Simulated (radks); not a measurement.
The numbers below are computed, except where a source is named.
Excited configurations of the vanadium ion V+: one electron is placed in a higher orbital outside [Ar] 3d3. The ground configuration is [Ar] 3d4. Level of theory: scalar-relativistic Kohn-Sham, PBE, spin-polarised, spherical densities, point nucleus; open shells are filled with parallel spins first (a radial shooting solver on a logarithmic mesh with Libxc functionals). Excitation = E - E(ground); binding = E(ion) - E, where the ion is the core of charge +2; n* = 2/sqrt(2 binding) in atomic units, and the quantum defect is n - n*.

outer orbital  excitation (eV)  binding (eV)     n*  quantum defect
4p                       5.209        10.602  2.266           1.734
4d                       9.972         5.839  3.053           0.947
4f                      12.200         3.610  3.883           0.117
5f                      13.370         2.441  4.722           0.278
6s                      12.054         3.756  3.806           2.194
6p                      12.617         3.194  4.128           1.872
6f                      14.058         1.753  5.572           0.428
7s                      13.355         2.455  4.708           2.292
7p                      13.664         2.147  5.035           1.965
7d                      14.136         1.674  5.701           1.299

The Delta-SCF ionisation energy is 15.811 eV (NIST Atomic Spectra Database: 14.63 eV, measured). Self-interaction in the functional shifts the binding energies and quantum defects, so they are the method's values and not measured ones. Open shells are spherical and high-spin; term and fine-structure splittings are not resolved.
